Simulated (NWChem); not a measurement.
Molecule: GeHCl$_{3}$; SMILES [Cl][GeH]([Cl])[Cl]

```xyz
5

Ge     0.0000     0.0000     0.4352
Cl    -0.4895     1.9411    -0.3128
Cl     1.9258    -0.5466    -0.3128
Cl    -1.4363    -1.3945    -0.3128
H      0.0000     0.0000     1.9616
```
Atoms are numbered in this order, from 1.

Level: PBE0/def2-SVP (NWChem), optimised geometry, unscaled harmonic frequencies. 

### Question
List the harmonic frequencies with IR intensities, and the thermochemistry.

### Answer
| frequency (cm⁻¹) | IR intensity (km/mol) |
|---|---|
| 143 | 2.9 |
| 143 | 2.9 |
| 178 | 9.7 |
| 419 | 14.2 |
| 457 | 85.8 |
| 457 | 85.8 |
| 714 | 67.8 |
| 714 | 67.8 |
| 2221 | 52.2 |

```json
{
 "zero_point_energy": "7.8 kcal/mol",
 "thermal correction to the enthalpy at 298.15 K (with zero-point energy)": "12.0 kcal/mol",
 "heat capacity Cv": "17.4 cal/(mol K)",
 "entropy at 298.15 K and 1 atm (symmetry number 3)": "78.6 cal/(mol K)",
 "dipole_moment": "1.52 D"
}
```

Rigid rotor and harmonic oscillator.
